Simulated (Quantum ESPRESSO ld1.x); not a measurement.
Species: Se III. Configuration: [Ar] 3d10 4s2 4p1 4d1 (not the ground configuration). All-electron calculation, scalar-relativistic Kohn-Sham, LDA (Slater exchange, Perdew-Zunger correlation), spin-polarised, spherical densities, point nucleus; open shells are filled with parallel spins first. Program: ld1.x of Quantum ESPRESSO 7.5. Some entries of the table are withheld. Estimate them.

orbital,occ.,eigenvalue (hartree),r(max) (bohr),<r^2> (bohr^2)
1s up,1,-459.771,0.02884,0.002623
1s down,1,-459.768,0.02884,0.002623
2s up,1,-59.9530,0.1647,0.04541
2s down,1,-59.9497,0.1647,0.04541
2p up,3,-52.9080,0.1317,0.03591
2p down,3,-52.9044,0.1317,0.03591
3s up,1,-8.79068,0.5027,0.3809
3s down,1,-8.78572,0.5028,0.3806
3p up,3,-6.58686,0.5003,0.4086
3p down,3,-6.58128,0.5003,0.4081
3d up,5,(1),0.4510,0.4929
3d down,5,(2),0.4509,0.4893
4s up,1,-1.50804,1.457,3.151
4s down,1,-1.45596,1.447,3.119
4p up,1,-1.04890,1.663,(3)
4p down,0,-0.99239,1.651,(4)
4d up,1,-0.47419,2.467,9.973
4d down,0,-0.42246,2.509,10.84

Answer. 
(1) 3d up eigenvalue (hartree): -2.93389
(2) 3d down eigenvalue (hartree): -2.92606
(3) 4p up <r^2> (bohr^2): 4.298
(4) 4p down <r^2> (bohr^2): 4.288
